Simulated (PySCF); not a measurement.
C2H9NSi2. Atoms are numbered in the order given.

```xyz
14

Si     2.1259     0.0362     0.0000
N      0.3881     0.0641     0.0000
C     -0.4816    -0.1270     1.1821
Si    -1.9678     0.0694     0.0000
C     -0.4816    -0.1270    -1.1821
H      2.7328    -1.3377     0.0000
H      2.6028     0.7379    -1.2279
H      2.6028     0.7379     1.2279
H     -0.3287     0.6309     1.9694
H     -0.3984    -1.1281     1.6517
H     -2.5944     1.4221     0.0000
H     -3.0402    -0.9685     0.0000
H     -0.3287     0.6309    -1.9694
H     -0.3984    -1.1281    -1.6517
```

Geometry optimised at B3LYP-D3(BJ)/def2-SVP. The structure was generated by enumeration, and PubChem lists no compound with its InChIKey, so it may never have been made.

Computed with PySCF with SMD-B3LYP/def2-SVP.

Solvation free energies are E(SMD) − E(gas) at the gas-phase geometry, for 1 M in both phases. In vacuum the dipole moment is 1.04 D.

| solvent | ΔG(solv) (kcal/mol) | its non-electrostatic (CDS) part | dipole (D) |
|---|---|---|---|
| water | 2.9 | 4.1 | 1.30 |
| chloroform | -2.1 | -1.3 | 1.22 |
| ethylethanoate | ___ | ___ | ___ |

### Question
Some entries are withheld; supply them. (The exact figures need the calculation; the answer reports its results.)

### Answer

- ethylethanoate, ΔG(solv) (kcal/mol): -1.6
- ethylethanoate, its non-electrostatic (CDS) part: -0.7
- ethylethanoate, dipole (D): 1.24
